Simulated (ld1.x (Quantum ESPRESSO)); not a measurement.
**Ranking TM semilocal potentials for Al**

All share these settings but for the change named:

* Element: aluminium
* Generator: ld1.x (Quantum ESPRESSO) 7.5
* Type: norm-conserving Troullier–Martins (semilocal form)
* Functional: PBE
* Relativity: scalar-relativistic
* Frozen core: [Ne]
* Valence charge: 3
* Reference configuration: 3s2 3p0 (charge +1)
* Partial waves: 3p (bound, empty): rc 1.70 bohr; 3s (bound): rc 2.10 bohr
* Local potential: the s channel
* Core correction: none

Test errors are all-electron minus pseudo excitation energies from the reference, over 3s2 3p1; 3s1 3p0; 3s2 3p0.5; 3s2 3p1.3; 3s1 3p1; 3s1 3p2; 3s0 3p3. None of these files shows a bound ghost.

The base gives 33.9 meV.

Of 9 variants that were run, those that failed, showed a ghost or another fault, or gave nearly equal values are left out.

Task: Rank these variants by their largest absolute test error, smallest first.
A. wave 3p (bound): rc 1.70 bohr becomes 3p (bound): rc 2.56 bohr
B. wave 3p (bound): rc 1.70 bohr becomes 3p (bound): rc 1.42 bohr
C. wave 3p (bound): rc 1.70 bohr becomes 3p (bound): rc 1.62 bohr
D. wave 3p (bound): rc 1.70 bohr becomes 3p (bound): rc 1.24 bohr

Result: A (27.2 meV), C (46.5 meV), B (158.0 meV), D (688.7 meV).
